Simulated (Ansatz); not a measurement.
`C#[C][InH2]` + CH₃OH → `C[O][InH2]` + `C#C` at 500 K and 1 bar (ligand exchange at the In–C bond).

Computed with Ansatz on PBE0-D4/def2-TZVP structures; ΔE is electronic, products minus reactants. CCSD(T)/CBS adds triple-zeta CCSD(T) − MP2 to the extrapolated MP2 energy (def2 sets, frozen cores). This one scheme is used for every species. def2 core potentials past Kr. For In outer-core shells are correlated without core-valence functions, which leaves a few kJ/mol of doubt a bond.

```csv
species,CCSD(T)/CBS energy (Eh),H − E (kJ/mol),S (J/(mol·K))
`C#[C][InH2]`,-267.62648,111.4,340.8
CH₃OH,-115.61712,157.0,265.4
`C[O][InH2]`,-306.01914,175.3,366.5
`C#C`,-77.22717,90.7,225.3
```

H − E and S are ideal-gas, rigid-rotor, harmonic terms from PBE0-D4/def2-TZVP. 1 Eh = 2625.50 kJ/mol, R = 8.31446 J/(mol·K).

Task: By hand: ΔE, ΔH, ΔS and ΔG.

Result: ΔE = (-306.01914) + (-77.22717) − (-267.62648) − (-115.61712) = -0.00271 Eh = -7.1 kJ/mol. Δ(H − E) = 175.3 + 90.7 − 111.4 − 157.0 = -2.4, so ΔH = -9.5 kJ/mol. ΔS = 366.5 + 225.3 − 340.8 − 265.4 = -14.4 J/(mol·K). ΔG = -9.5 − 500 × (-14.4)/1000 = -2.3 kJ/mol.

Task: By hand: the equilibrium constant, and the temperature at which ΔG would vanish if ΔH and ΔS stayed fixed.

Result: log₁₀ K = −ΔG/(RT ln 10) = 0.2. ΔG = 0 at ΔH/ΔS = 660 K, though so small a ΔH makes that figure unsure.

TΔS isn't small against ΔH here. The sign of ΔG lies within the doubt. A doubt of 5 kJ/mol in ΔE shifts log₁₀ K by 0.5 here. These are equilibria of isolated gas molecules and say nothing of rates. Largest T1 diagnostic: 0.017 (customary marks: 0.02 for closed shells, 0.045 for open ones).
